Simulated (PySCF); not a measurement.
Molecule: SMILES C(=O)[SiH2][SiH2]C#N, singlet. Atoms near the plane z = 0.0 Å, at the GFN2-xTB optimised geometry (x, y, z in Å): N1 (3.1, 1.2, 0.0), C2 (1.9, 1.2, 0.0), Si3 (0.1, 1.1, 0.0), Si4 (-0.5, -1.1, -0.5), C5 (-2.5, -0.9, -0.6), O6 (-3.0, 0.1, -0.4), H7 (-0.3, 2.1, -1.0), H10 (-0.3, -2.1, 0.5), H11 (-3.1, -1.8, -0.8).

Calculation: PBE/def2-TZVP (PySCF 2.14.0). Cells within 0.4 Å of a nucleus heavier than hydrogen are left out (blank, or x). The values are rescaled to run from 0 to 1.

```
|33333333333333333333333333333|
|33333333333333333333333333333|
|33333333333344433333333333333|
|33333333334444444333333322233|
|33333333334444444433332222222|
|33333333344444444433322222222|
|33333333344445555443322222222|
|33333333344556776544322111122|
|33333333345689999876543211112|
|33322222346999999999999710011|
|33222222347999999999999940011|
|32221222248999xx99xx9xx960011|
|32212599448999x9999x99x940011|
|32213999968999999999999810011|
|32214999999999999987544211112|
|33223999999999999764332211122|
|33334899999999999754332222222|
|33345899999999999754333222222|
|34445799999999999654433332233|
|44445799999999997554433333333|
|44445677777999985544433333333|
|44445566666678765444433333333|
|44444555555555554444433333333|
|44444455555554444444433333333|
|44444444444444444444433333333|
|44444444444444444444433333333|
|44444444444444444444433333333|
|44444444444444444444333333333|
|44444444444444444444333333333|
```
Scale: ten equal steps from 0.000 (start of '0') to 1.00 (end of '9'), in the order '0123456789'; x runs from -5.50 to 5.50, y from -5.50 (bottom) to 5.50 (top).

### Question
Which quantity is mapped?
A) an orbital amplitude
B) electrostatic potential
C) log10 of the electron density
D) electron localisation function

### Answer
B, electrostatic potential. In full: electrostatic potential (hartree/e), clipped to [-0.08, 0.12].
